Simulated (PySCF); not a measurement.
The electron affinity along the 5d series

Calculated with PySCF 2.14 from differences of total energies of unrestricted determinants, without spin-orbit coupling. Values in eV. The last column holds reference values (measured affinities from photodetachment; the arrow runs from anion to atom). Unmarked ones compare directly (S terms, centres of terms, or small fine structure); those marked * lie between the lowest fine-structure levels and include a spin-orbit shift.

| element | configurations | UHF | SCS-MP2 (valence) | CCSD (valence) | PBE | r2SCAN | MP2 (valence and next inner shell) | reference |
| --- | --- | --- | --- | --- | --- | --- | --- | --- |
| Ta (def2-QZVPPD with the def2 core potential (60 electrons), ECP) | [Xe] 4f14 5d4 6s2 → [Xe] 4f14 5d3 6s2 | -0.722 | -0.580 | -0.010 | 0.477 | 0.412 | 0.025 | 0.329 * |
| W (def2-QZVPPD with the def2 core potential (60 electrons), ECP) | [Xe] 4f14 5d5 6s2 → [Xe] 4f14 5d4 6s2 | 0.531 | 0.534 | 1.164 | 1.491 | 1.591 | 1.153 | 0.817 * |
| Re (def2-QZVPPD with the def2 core potential (60 electrons), ECP) | [Xe] 4f14 5d6 6s2 → [Xe] 4f14 5d5 6s2 | -2.131 | -0.495 | -0.721 | -0.066 | -0.345 | -0.711 | 0.060 * |
| Os (def2-QZVPPD with the def2 core potential (60 electrons), ECP) | [Xe] 4f14 5d7 6s2 → [Xe] 4f14 5d6 6s2 | -0.743 | 0.876 | 0.631 | 1.099 | 0.858 | 0.634 | 1.078 * |
| Ir (def2-QZVPPD with the def2 core potential (60 electrons), ECP) | [Xe] 4f14 5d8 6s2 → [Xe] 4f14 5d7 6s2 | -0.073 | 1.640 | 1.396 | 1.858 | 1.659 | 1.571 | 1.564 * |
| Pt (def2-QZVPPD with the def2 core potential (60 electrons), ECP) | [Xe] 4f14 5d9 6s2 → [Xe] 4f14 5d9 6s1 | 0.348 | 1.918 | 1.743 | 2.006 | 1.903 | 2.026 | 2.125 * |
| Au (def2-QZVPPD with the def2 core potential (60 electrons), ECP) | [Xe] 4f14 5d10 6s2 → [Xe] 4f14 5d10 6s1 | 0.557 | 2.083 | 1.927 | 2.208 | 2.119 | 2.244 | 2.309 |

The highest occupied level of the anion is positive for Ta⁻ at UHF, PBE, r2SCAN; W⁻ at UHF, PBE, r2SCAN; Re⁻ at UHF, PBE, r2SCAN; Os⁻ at PBE, r2SCAN; Ir⁻ at PBE, r2SCAN; Pt⁻ at PBE, r2SCAN; Au⁻ at PBE, r2SCAN, so there the basis helps to hold the electron.

"Valence" correlates the outer s and p shells and, in groups 3 to 12 and the f block, the outer d or f shell, open or full, or the next shell where the ion has no valence electron left; the wider scheme adds the next inner shell.
